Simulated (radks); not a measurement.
Species: neutral thallium. Configuration: [Hg] 7f1 (not the ground configuration).

Method: scalar-relativistic Kohn-Sham, PBE, spin-unpolarised, spherical densities, finite nucleus; Fermi nuclear charge, rms radius 5.4759 fm; computed with a radial shooting solver on a logarithmic mesh with Libxc functionals.

Energy parts (hartree):
part                       energy
total                 -20240.5199
kinetic                22782.7826
electron-nucleus      -50446.5165
Hartree                 7801.3027
exchange-correlation    -378.0888

Orbitals (lengths in bohr, moments of r in powers of bohr; <r^-3> diverges for s and p1/2):
orbital  occ.  eigenvalue (hartree)    <1/r>     <r^-3>
1s          2             -3145.270    99.38          -
2s          2             -560.2526    23.33          -
2p          6             -482.0865    20.59      28140
3s          2             -133.9115    8.650          -
3p          6             -111.4005    7.850       6497
3d         10             -88.02812    7.374      795.2
4s          2             -30.07027    3.719          -
4p          6             -22.68780    3.349       1586
4d         10             -14.01939    3.008      171.0
4f         14              -4.42765    2.605      34.16
5s          2              -5.04726    1.550          -
5p          6              -3.03408    1.321      284.8
5d         10              -0.80570   0.9516      18.29
6s          2              -0.56827   0.5324          -
7f          1              -0.01052  0.03095  0.0002306

The highest occupied level is 7f at -0.286 eV. The electron density at the nucleus is 2.72e+06 e/bohr^3 (large components only). The density falls to 0.001 e/bohr^3 at r = 3.96 bohr.
